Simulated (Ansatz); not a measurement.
The cluster Nb2O2. Total charge 0; quintet. Geometry PBE0-D4/def2-TZVP; atoms count from 1.

```xyz
4

Nb   -0.292    1.331    0.625
Nb    0.492   -0.676   -1.244
O     0.743    0.901    1.881
O    -0.943   -1.556   -1.263
```

In the def2 sets Nb takes a core potential; there is no spin–orbit coupling. At PBE0-D4/def2-TZVP a broken-symmetry singlet of charge 0 lies 0.08 eV below the quintet, each at its own geometry. The structure comes from a short search, and lower isomers may exist.

Q: Estimate the Mulliken populations from the PBE0/def2-TZVP orbitals of Ansatz.

A: 
```tsv
atom	charge (e)	spin (α − β)	d electrons
Nb1	0.53	2.11	3.43
Nb2	0.53	2.11	3.43
O3	-0.53	-0.11	–
O4	-0.53	-0.11	–
```
Mulliken values and Mayer orders depend strongly on the basis.

Q: Where does the spin sit?

A: Summed by element: Nb 4.22, O -0.22, of 4 unpaired in all. Largest on single atoms: Nb2 2.11, Nb1 2.11, O3 -0.11.

Q: And the Mayer bond orders between bonded heavy atoms (over 0.3)?

A: Nb1–Nb2 1.21 (2.85 Å); Nb1–O3 2.20 (1.68 Å); Nb2–O4 2.20 (1.68 Å).
